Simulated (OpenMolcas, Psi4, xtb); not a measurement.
A ladder of methods for CH5FOSn (SMILES FC[O][SnH3])

CH5FOSn has 9 atoms, charge 0, and is taken as a singlet. As SMILES, `FC[O][SnH3]`. Geometry: relaxed at PBE0-D4/def2-TZVP. This is one conformer, not always the lowest.

| atom | x (Å) | y (Å) | z (Å) |
| --- | --- | --- | --- |
| F | -0.5968 | 1.7542 | 0.0315 |
| C | -1.2915 | 0.5661 | 0.2778 |
| O | -0.7360 | -0.4634 | -0.4050 |
| Sn | 1.2393 | -0.7015 | -0.3197 |
| H | -1.2588 | 0.4340 | 1.3693 |
| H | -2.3191 | 0.7246 | -0.0661 |
| H | 1.6901 | -0.3903 | 1.2948 |
| H | 1.4078 | -2.3331 | -0.7653 |
| H | 1.9535 | 0.3631 | -1.4344 |

Each level gives the HOMO–LUMO gap (eV). The values are calculated.

| level | kind | program | value (eV) |
| --- | --- | --- | --- |
| GFN2-xTB | semi-empirical | xtb | 5.67 |
| HF/def2-SVP (core potential) | Hartree–Fock | OpenMolcas | 14.55 |
| SVWN5/def2-SVP (core potential) | LDA | OpenMolcas | 5.07 |
| BLYP/def2-SVP (core potential) | GGA | OpenMolcas | 5.23 |
| TPSS/def2-SVP (core potential) | meta-GGA | OpenMolcas | 5.57 |
| M06-2X/def2-SVP (core potential) | hybrid meta-GGA | OpenMolcas | 9.95 |
| wB97X-D/def2-SVP (density fitting, core potential) | range-separated hybrid | Psi4 | 11.32 |
| B2PLYP/def2-SVP (core potential) | double hybrid | OpenMolcas | 10.25 |

The values span 5.07 to 14.55 eV. Orbital gaps aren't excitation energies, and those of double hybrids come from the SCF part alone; they tend to grow with the share of exact exchange.
